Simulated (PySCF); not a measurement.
C3H11NSi2, SMILES C=C([SiH3])N(C)[SiH3]. The structure is a stationary point at B3LYP-D3(BJ)/def2-SVP. This is a generated structure with no PubChem entry under its InChIKey; it may be hypothetical. Other conformers were not sampled.

Computed equilibrium geometry at B3LYP-D3(BJ)/def2-SVP (PySCF confirms it by a frequency run) as a Z-matrix (one conformer of several):
```
N
C 1 1.4014
C 2 1.3559 1 123.23
H 3 1.0902 2 120.20 1 -178.58
H 3 1.0918 4 116.28 2 -179.82
C 1 1.4567 2 117.07 3 0.49
H 6 1.0999 1 110.16 2 177.36
H 6 1.1042 7 107.89 1 121.13
H 6 1.1057 7 108.10 8 116.23
Si 1 1.7587 2 125.21 3 -168.60
H 10 1.4848 1 108.60 2 -28.10
H 10 1.4894 11 110.44 1 118.07
H 10 1.4952 11 108.80 12 118.40
Si 2 1.8969 3 115.54 4 0.20
H 14 1.4879 2 107.13 3 1.97
H 14 1.4918 15 109.29 4 119.73
H 14 1.4930 15 109.09 4 -122.53
```
Charge 0, spin multiplicity 1.
